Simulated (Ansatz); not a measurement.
Reaction (cleavage of the Sn–Si bond): `C[SiH2][SnH2][CH3]` + CH₃SH → `C[S][SnH2][CH3]` + `C[SiH3]`

Isolated molecules relaxed with PBE0-D4/def2-TZVP in Ansatz; ΔE leaves out vibrations. CCSD(T)/CBS is the MP2 limit (def2-TZVPP, def2-QZVPP) plus CCSD(T) − MP2 in def2-TZVPP, frozen cores. This one scheme is used for every species. DFT in def2-TZVPP. B3LYP here is the variant with VWN-RPA as its local correlation; programs differ in this. Elements past krypton have def2 core potentials. For Sn outer-core shells are correlated without core-valence functions, which leaves a few kJ/mol of doubt a bond. Each species was taken in one conformer, which may not be the lowest.

| level | ΔE (kJ/mol) |
| --- | --- |
| PBE-D4 | -28.8 |
| B3LYP | -34.7 |

**Question.** What does CCSD(T)/CBS give? (Best estimate.)

**Answer.** Ansatz gave: -37.2 kJ/mol. The listed levels differ from it by 8.4, 2.5 kJ/mol.

Largest T1 diagnostic among the species: 0.012.

In def2-TZVPP, CCSD(T) changes the Hartree–Fock value by +9.9 kJ/mol (the triples alone add −0.6 kJ/mol) and MP2 by +5.0 kJ/mol.
